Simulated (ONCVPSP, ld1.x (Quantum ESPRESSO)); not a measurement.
## Potentials for Al compared

Generated with ld1.x 7.5 (TM, RRKJ, ultrasoft, PAW), atompaw 4.2 or ONCVPSP 4.0.1. The cutoff is in Ry: for ld1.x and atompaw files where the sum of valence levels is converged to 10 mRy in a Bessel basis, for ONCV files where the hardest occupied wave has 1 mHa per electron of residual kinetic energy. The error is the largest all-electron minus pseudo excitation energy over each file’s own four to seven test configurations (ionisations up to +4, promotions, holes and added fractions of an electron), all of which were solved. The labels leave out finer settings (local radius, basis sizes, second energies), which also bear on the numbers. Spin-polarised tests are not counted. The rows are a selection from randomly drawn settings: files with unsolved tests, undetermined cutoffs or missed reference levels are left out.

A true bound ghost makes a file unfit for plane-wave use even where its test errors are small: the radial tests pick states by their node count and pass the ghost by.

| potential | cutoff (Ry) | largest error (meV) | bound ghosts |
| --- | --- | --- | --- |
| ONCV, PBEsol, scalar-relativistic, rc 1.10/1.15 (sp), local smoothed, core correction yes, reference 2s2 2p6 3s1.5 3p1.5, qcut 12/13, projectors 2/3 | 127 | +0.5 | none |
| ONCV, LDA (Perdew-Zunger), non-relativistic, rc 2.20/1.75/1.65 (spd), local smoothed, core correction yes, reference 3s1 3p2, qcut 3.1/4.5/6.3, projectors 2/2/3 | 51 | -40 | p |
| PAW, PBE, scalar-relativistic, rc 2.24/2.36/2.12 (spd), local smoothed, core correction yes, reference 3s2 3p1 | 6 | -15 | none |
| ONCV, LDA (Perdew-Wang 92), scalar-relativistic, rc 2.05/2.80/2.95 (spd), local smoothed, core correction yes, reference 3s1.75 3p1.25, qcut 2.8/3.3/3.4, projectors 2/2/2 | 19 | +19 | none |
| ONCV, PBE, scalar-relativistic, rc 1.65/1.95/2.05 (spd), local s, core correction yes, reference 3s1.75 3p1.25, qcut 3.2/5.1/4.3, projectors 0/2/1 | 41 | +27 | none |

Problem. Fill in the row for Al: ONCV, LDA (Perdew-Zunger), scalar-relativistic, rc 1.00/1.20 (sp), local smoothed, core correction yes, reference 2s2 2p6 3s1.5 3p1.5, qcut 13.1/9, projectors 2/2.

Solution. cutoff 163 Ry, largest error -550 meV, bound ghosts: s.
